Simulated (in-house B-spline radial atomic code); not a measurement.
A fraction x of an electron is moved 4p → 4d in Nb4+, starting from [Kr] 4d1 and keeping the highest spin. All numbers are computed (scalar-relativistic (X2C) LDA PW92, spin-polarised, spherical fractional occupations; Fermi nucleus of rms radius 4.324 fm) with a radial B-spline atomic code at the basis-set limit, not measured.

```
    x  E(x) - E(0) (eV)  4p down level (eV)  4d up level (eV)
    0            0.0000             -78.438           -43.988
0.125            4.2964             -78.533           -44.241
 0.25                 ?                   ?                 ?
0.375           12.8292             -78.707           -44.737
  0.5                 ?                   ?                 ?
0.625           21.2803             -78.857           -45.219
 0.75           25.4744             -78.922           -45.455
0.875           29.6472             -78.982           -45.687
    1           33.7982             -79.036           -45.916
```

(1) What belongs in the row x = 0.25?

(2) What belongs in the row x = 0.5?

(3) Check Janak's theorem between x = 0.625 and 0.75.

Results:

(1) An energy change of 8.5729 eV; 4p down at -78.623 eV, 4d up at -44.491 eV.

(2) An energy change of 17.0651 eV; 4p down at -78.785 eV, 4d up at -44.980 eV.

(3) The slope of the energy is 33.55 eV; the orbital levels give 33.55 eV (ε of the receiving orbital less ε of the emptying one, averaged over the two points).
